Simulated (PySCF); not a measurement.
## Radial density of Tl (thallium, neutral)

PW91, [Xe] 4f14 5d10 6s1 6p2, 6s spin antiparallel (an excited configuration). Calculation: PySCF 2.14, in aug-cc-pVTZ-PP with ECP60MDF (6s5p4d2f, 55 functions); scalar relativity through the core potential. This is the valence pseudo-density: the core potential removes the inner electrons and smooths the orbitals near the nucleus.

| r (bohr) | 4πr²ρ (e/bohr) | 4πr²(ρα − ρβ) |
| --- | --- | --- |
| 0.0321 | 1.395e-05 | 0.0000 |
| 0.0540 | 2.354e-05 | 0.0000 |
| 0.0909 | 8.727e-05 | 0.0000 |
| 0.153 | 0.0009111 | 0.0000 |
| 0.257 | 0.02110 | -0.0002 |
| 0.433 | 1.005 | -0.0134 |
| 0.728 | 14.24 | -0.0315 |
| 1.22 | 14.92 | -0.0827 |
| 2.06 | 3.611 | -0.1003 |
| 3.46 | 0.8696 | 0.4310 |
| 5.82 | 0.1355 | 0.1251 |
| 9.80 | 0.004479 | 0.0045 |

Energies and moments cover only the electrons outside the core potential. Spin-orbit coupling is strong in this species (close to jj coupling), so the high-spin LS determinant is a model state, not a physical level. With the s spin flipped the determinant is a mixture of two multiplicities, not a spectroscopic state.
